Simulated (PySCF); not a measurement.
Atoms are numbered as in `[CH3:1][CH2:2][SiH2:3][C:4]#[C:5][SiH2:6][C:7](=[O:8])[O:9][CH3:10]`; H(Xn) means a hydrogen on atom n.

- GFN2-xTB structure
- shielding tensors at PBE0/pcSseg-1 (GIAO)
- run in PySCF 2.14
- in vacuum, fast rotation and ring inversion assumed for equivalent nuclei, a single conformation, no relativistic terms

Referencing at the same level of theory: $^{13}$C (σref 186.93) and $^{1}$H (σref 31.72) and $^{29}$Si (σref 349.16) against TMS; H2O for $^{17}$O (σref 336.08).

| atoms | nucleus | count | δ (ppm) |
| --- | --- | --- | --- |
| C7 | $^{13}$C | 1 | 185.6 |
| C2 | $^{13}$C | 1 | 8.3 |
| C10 | $^{13}$C | 1 | 51.8 |
| Si3 | $^{29}$Si | 1 | ? |
| H(Si3) | $^{1}$H | 2 | 4.38 |
| H(C10) | $^{1}$H | 3 | 3.99 |
| Si6 | $^{29}$Si | 1 | -82.8 |
| O8 | $^{17}$O | 1 | 512.4 |
| H(C1) | $^{1}$H | 3 | 1.24 |
| C1 | $^{13}$C | 1 | 11.3 |
| C5 | $^{13}$C | 1 | ? |
| O9 | $^{17}$O | 1 | ? |
| H(Si6) | $^{1}$H | 2 | ? |
| H(C2) | $^{1}$H | 2 | 0.86 |
| C4 | $^{13}$C | 1 | ? |

**Question.** Complete the table.

**Answer.** 
- C4: 121.0 ppm, alkyne carbon
- C5: 111.8 ppm, alkyne carbon
- H(Si6): 4.56 ppm, hydrogen on a silicon bonded to 2 C
- Si3: -62.6 ppm, silicon bonded to 2 C, 2 H
- O9: 224.4 ppm, ester alkoxy oxygen

Shifts are as computed. Against solution values, carbons near 30 ppm lie about +3 ppm off and those near 130 ppm about +5 ppm. Of 1309 compounds with measured shifts, 239 miss one by over three times the rms of a fit or turn the order of signals round; such compounds aren't used in these exercises. Unscaled 17O shifts of doubly bonded oxygen tend to come out too high, by tens of ppm or more. Experimental scales use liquid or dissolved standards, which lie at an offset from isolated H2O (liquid H2O: subtract about 36 ppm).
